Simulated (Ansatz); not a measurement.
A run for Ansatz (a program for electronic structure): R-wB97M-V/def2-TZVPPD on H2O (SMILES O). The basis file is the Basis Set Exchange's JSON of that set.

Ansatz 0.2 input:
```yaml
crystal:
  periodic: [false, false, false]
  atoms:
    - {symbol: O, position_ang: [-0.00000000, 0.00000000, 0.38961139]}
    - {symbol: H, position_ang: [0.00000000, 0.76498632, -0.19485569]}
    - {symbol: H, position_ang: [0.00000000, -0.76498632, -0.19485569]}
basis:
  gaussian:
    orbitals: def2-TZVPPD.json
hamiltonian:
  xc: {name: wB97M-V}
scf: {lower_state_search: off}
```

Program output:

```
WARN ansatz: RAYON_NUM_THREADS=4 ignored (pool sized by the plan → 4); use --threads N
Functional definition: wB97M-V
these checks for a lower state are left out or cut short: stability, starts, cluster_reference, orbital_swaps, neighbouring_geometries, increment
integrals: 0.01 GiB planned
302 factors; their error is unknown
integrals: 0.05 GiB planned
104 factors; integrals over basis functions are off by at most 2.9e-5 eV
mean field: 0.18 GiB planned
mean field evaluation 1: about -2076.7726 eV, gradient 4.4e1 eV
mean field evaluation 2: about -2076.0214 eV, gradient 5.1e1 eV
mean field evaluation 4: about -2079.9366 eV, gradient 2.8e-1 eV
mean field evaluation 8: about -2079.9393 eV, gradient 2.1e-2 eV
mean field -2079.93933050 eV, -76.4363605623 hartree, gradient 3.5e-6 eV, S^2 0.000000; 0 other end points of the search recorded, 0 dependent functions left out
reference -2079.93937781 eV, -76.4363623008 hartree; 5, 5 occupied and 69, 69 virtual orbitals, 302 factors
Total energy: -2079.93937781 eV, -76.4363623008 hartree
Checks for a lower state left out: stability, starts, cluster_reference, orbital_swaps, neighbouring_geometries, increment
```

Self-consistency was reached.

Cost: about 0.4 core-seconds (a rough figure).
